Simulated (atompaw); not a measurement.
**Plane-wave convergence, PAW (atompaw) potential for platinum (Pt)**

```
Element                 : Pt
Generator               : atompaw 4.2.0.5
Type                    : PAW
Functional              : PBEsol
Relativity              : scalar-relativistic
Frozen core             : [Xe]
Valence charge          : 24
Reference configuration : 4f14 5d9 6s0.5 6p0 (charge +0.5)
Partial waves           : 6s (bound): rc 2.55 bohr; 6s channel at -0.35 Ry: rc 3.00 bohr; 6p (bound, empty): rc 3.00 bohr; 6p channel at 3.85 Ry: rc 3.00 bohr; 5d (bound): rc 2.30 bohr; 5d channel at 0.05 Ry: rc 3.00 bohr; 4f (bound): rc 0.70 bohr; 4f channel at -3.75 Ry: rc 0.70 bohr
Local potential         : bessel scheme, radius 2.20 bohr
Core correction         : smooth core density matched at 1.66 bohr
Augmentation charge     : sinc compensation charge, radius 2.85 bohr; PAW radius 3.00 bohr; waves and projectors: custom rrkj gramschmidtortho
```

The pseudo-atom Hamiltonian at the reference potential is diagonalised in spherical Bessel functions j_l(qr) that vanish at 20 bohr, with q² up to the cutoff. All-electron valence levels (Ry): 6s -0.6759, 6p -0.2586, 5d -0.7435, 4f -5.4448.

Q: How do the lowest levels (Ry) of each channel move with the cutoff, and are there ghosts?

A:

```csv
cutoff (Ry),s #1,p #1,d #1,d #2,f #1,Σ f·Δε (mRy)
8,-0.6758,-0.2585,-0.6993,-0.0215,0.0367,77102.2
15,-0.6759,-0.2586,-0.7307,-0.0247,0.0367,76819.4
25,-0.6759,-0.2586,-0.7430,-0.0259,0.0367,76708.6
35,-0.6759,-0.2586,-0.7434,-0.0260,0.0367,76704.9
50,-0.6759,-0.2586,-0.7435,-0.0260,0.0367,76704.4
70,-0.6759,-0.2586,-0.7435,-0.0260,0.0367,76704.3
100,-0.6759,-0.2586,-0.7435,-0.0260,0.0366,76703.9
140,-0.6759,-0.2586,-0.7435,-0.0260,-2.7508,37679.6
180,-0.6759,-0.2586,-0.7435,-0.0260,-4.7059,10307.6
260,-0.6759,-0.2586,-0.7435,-0.0260,-5.4293,180.3
400,-0.6759,-0.2586,-0.7435,-0.0260,-5.4422,0.0
```

Result: no extra level below or beside the all-electron valence levels (s, p, d, f tested); 10 mRy is reached at over 300 Ry and 1 mRy at over 300 Ry.
